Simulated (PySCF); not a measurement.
System: C6H13S, net charge 0, doublet state. It need not be the lowest isomer of its formula. 
Geometry from a B3LYP-D3(BJ)/def2-TZVP (Ansatz) optimisation:
SMILES: CCC[CH]CSC
```xyz
20

C     -3.1649     1.3062    -0.6536
C     -2.1186     0.6968     0.2738
C     -1.3917    -0.4995    -0.3544
C     -0.3736    -1.1231     0.5333
C      0.9716    -1.5031     0.0835
S      2.2805    -0.2404     0.5012
C      1.7589     1.1346    -0.5567
H     -3.6715     2.1502    -0.1825
H     -2.7082     1.6663    -1.5787
H     -3.9252     0.5703    -0.9261
H     -1.3841     1.4563     0.5562
H     -2.5920     0.3730     1.2055
H     -0.9271    -0.1949    -1.2981
H     -2.1543    -1.2445    -0.6337
H     -0.5988    -1.2132     1.5900
H      1.0189    -1.6695    -0.9942
H      1.3419    -2.3980     0.5865
H      2.5047     1.9196    -0.4387
H      0.7886     1.5265    -0.2569
H      1.7294     0.8331    -1.6042
```
Charge 0, spin multiplicity 2.

Dispersion corrections to the total energy (kcal/mol) from the dftd3 and dftd4 libraries through PySCF: D3(BJ) without and D4 with the three-body term, each with the damping fitted for the functional named.

| functional | D3(BJ) | D4 |
|---|---|---|
| BHLYP | -14.47 | ? |
| HF | -78.11 | -36.75 |
| PW6B95 | -5.59 | ? |
| PBE | -11.32 | -10.51 |
| TPSSh | -13.05 | -12.96 |
| BLYP | ? | -22.84 |
| TPSS | -14.16 | -14.15 |

Q: What belongs in the gaps?

A: 
- BHLYP, D4: -11.81
- PW6B95, D4: -8.77
- BLYP, D3(BJ): -23.18
